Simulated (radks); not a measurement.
Question: All-electron calculation, non-relativistic Kohn-Sham, exchange-only LDA, spin-polarised, spherical densities, point nucleus; open shells are filled with parallel spins first. Program: a radial shooting solver on a logarithmic mesh with Libxc functionals. Response by self-consistent Sternheimer equations with the Hartree and adiabatic exchange-only LDA kernel. For heavy and open-shell atoms this level of theory can miss by tens of per cent. Rank Sc3+, Sc+, Sc5+, Sc2+, Sc6+, Sc, Sc4+ (NIST ground configurations) by static dipole polarisability, largest first.

Answer: Sc 129.4, Sc+ 56.83, Sc2+ 5.535, Sc3+ 2.197, Sc4+ 1.756, Sc5+ 1.454, Sc6+ 1.252 bohr^3.
